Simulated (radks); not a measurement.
Coherent X-ray form factor from a spherical all-electron density. All-electron calculation, scalar-relativistic Kohn-Sham, PBE, spin-unpolarised, spherical densities, point nucleus. Program: a radial shooting solver on a logarithmic mesh with Libxc functionals.

| sin(theta)/lambda (1/angstrom) | f0 (electrons) |
|---|---|
| 0.05 | 67.750 |
| 0.1 | 64.893 |
| 0.15 | 61.583 |
| 0.2 | 58.154 |
| 0.25 | 54.672 |
| 0.3 | 51.238 |
| 0.4 | 44.926 |
| 0.5 | 39.595 |
| 0.6 | 35.131 |
| 0.8 | 28.094 |
| 1 | 23.019 |
| 1.25 | 18.865 |
| 1.5 | 16.286 |
| 2 | 12.792 |

The species is in the configuration that NIST lists as its ground one. Which atom or ion scatters so?

Answer. Neutral thulium, [Xe] 4f13 6s2. Extrapolating in s^2 from the first two rows gives f0(0) = 68.7, near the electron count 69; among species with that count, the fall with angle is slower the higher Z, and the table is that of Z = 69; from so few rows the species is fixed only to a neighbour or two.
